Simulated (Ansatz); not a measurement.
`N=C(I)O[SiH3]` + SiH₄ → `N=C([SiH3])I` + `O[SiH3]`  (formal exchange of groups at a C–O bond)

Computed with Ansatz on PBE0-D4/def2-TZVP structures; ΔE is electronic, products minus reactants. CBS: MP2 limit from def2 TZ/QZ plus the TZ coupled-cluster correction, frozen cores. This one scheme is used for every species. DFT in def2-TZVPP. def2 core potentials past Kr. For I outer-core shells are correlated without core-valence functions, which leaves a few kJ/mol of doubt a bond. One conformer a species, not always the lowest.

| level | ΔE (kcal/mol) |
| --- | --- |
| PBE-D4 | -8.3 |
| LC-ωPBE | -7.0 |

What does CCSD(T)/CBS give? (An estimate is asked.)

Ansatz gave: -10.6 kcal/mol. The listed levels differ from it by 2.3, 3.6 kcal/mol.

What do rigid-rotor, harmonic-oscillator terms from PBE0-D4/def2-TZVP frequencies (298.15 K, 1 bar) make of the CCSD(T)/CBS value? (Best estimate.)

Ansatz gave: ΔZPE = +1.5 kcal/mol, ΔH = -9.2 kcal/mol, ΔS = 25 J/(mol·K), ΔG = -11.0 kcal/mol. Modes under 50 cm⁻¹ make the entropy rough.

Largest T1 diagnostic among the species: 0.012.

Leaving LDA and LC-ωPBE aside and taking each functional with its dispersion term where it has one, the values, not all of them listed here, spread over 2.1 kcal/mol, from B2PLYP to CAM-B3LYP-D4. LDA lies +2.8 kcal/mol from PBE without D4. In def2-TZVPP, CCSD(T) changes the Hartree–Fock value by −1.7 kcal/mol (the triples alone add −0.0 kcal/mol) and MP2 by −2.5 kcal/mol.

CCSD(T)/CBS has its own doubt, a few kJ/mol and more with outer-core shells, so smaller differences from it don't rank the levels.
